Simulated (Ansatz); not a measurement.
`O[Si](O)([SiH3])Cl` + H₂ → `O[SiH]([SiH3])Cl` + H₂O  (hydrogenolysis of the Si–O bond)

Isolated molecules relaxed with PBE0-D4/def2-TZVP in Ansatz; ΔE leaves out vibrations. CCSD(T)/CBS is the MP2 limit (def2-TZVPP, def2-QZVPP) plus CCSD(T) − MP2 in def2-TZVPP, frozen cores. This one scheme is used for every species. DFT in def2-TZVPP. One conformer a species, not always the lowest.

`O[Si](O)([SiH3])Cl`:

Cartesian coordinates in Å:
```
O 0.754 1.428 -1.092
Si 0.648 0.085 -0.162
O 1.512 0.328 1.196
Si -1.519 -0.493 0.475
Cl 1.438 -1.473 -1.279
H 0.718 1.313 -2.044
H 2.405 0.668 1.113
H -2.328 -0.711 -0.754
H -2.132 0.600 1.274
H -1.496 -1.745 1.274
```

H₂:

Cartesian coordinates in Å:
```
H -0.132 0.299 0.180
H 0.132 -0.299 -0.180
```

`O[SiH]([SiH3])Cl`:

Z-matrix (Å, degrees):
```
Si
Si 1 2.335
Cl 1 2.068 2 108.6
O 1 1.639 2 107.4 3 -119.7
H 1 1.486 2 114.5 3 116.6
H 2 1.487 1 110.4 3 -179.5
H 2 1.485 1 109.5 3 59.7
H 2 1.487 1 108.6 3 -59.9
H 4 0.959 1 118.4 2 180.0
```

H₂O:

Z-matrix (Å, degrees):
```
O
H 1 0.960
H 1 0.960 2 105.1
```

CCSD(T)/CBS gives +93.9 kJ/mol.

Task: Another level gave +99.8 kJ/mol. Which?
A. ωB97X-V/def2-TZVPP
B. CCSD/def2-TZVPP
C. MP2/def2-TZVPP
D. PBE0/def2-TZVPP

Result: C. MP2/def2-TZVPP 99.8, CCSD/def2-TZVPP 91.0, PBE0 86.7, ωB97X-V 95.2 kJ/mol.

Largest T1 diagnostic among the species: 0.012.

From r2SCAN to r2SCAN0 (25 % exact exchange), in def2-TZVPP and without D4, ΔE moves by −3.4 kJ/mol. Leaving LDA and LC-ωPBE aside and taking each functional with its dispersion term where it has one, the values, not all of them listed here, spread over 12.1 kJ/mol, from HSE06-D4 to r2SCAN-D4. LDA lies +9.8 kJ/mol from PBE without D4.

CCSD(T)/CBS has its own doubt, a few kJ/mol and more with outer-core shells, so smaller differences from it don't rank the levels.
